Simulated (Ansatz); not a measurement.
Basis-set extrapolation for `BC1OC1=C` (PBE0-D4/def2-TZVP geometry, frozen core, Ansatz). Multiplicity 1, RHF reference.

```json
{"": "HF", "def2-TZVPP": "-216.040797", "def2-QZVPP": "-216.050502"}
{"": "MP2 correlation", "def2-TZVPP": "-0.809516", "def2-QZVPP": "-0.864717"}
{"": "CCSD(T) correlation", "def2-TZVPP": "-0.878083", "def2-QZVPP": "not run"}
```

Energies in hartree. Use E(X) = E(∞) + A·exp(−7.88·√X) for Hartree–Fock and E(X) = E(∞) + B·X^(−2.97) for correlation, with X = 3 and 4, and add CCSD(T) minus MP2 of the smaller set to the MP2 limit.

Task: What is the CCSD(T) energy at the basis-set limit?

Result: HF limit: -216.050502 + (-0.009705) × 0.13774 = -216.05184. MP2 limit: -0.864717 + (-0.055201) × 0.74074 = -0.90561. Higher-order term: -0.878083 − (-0.809516) = -0.06857. Total: -217.02602 hartree, 2.92 eV below CCSD(T)/def2-TZVPP.
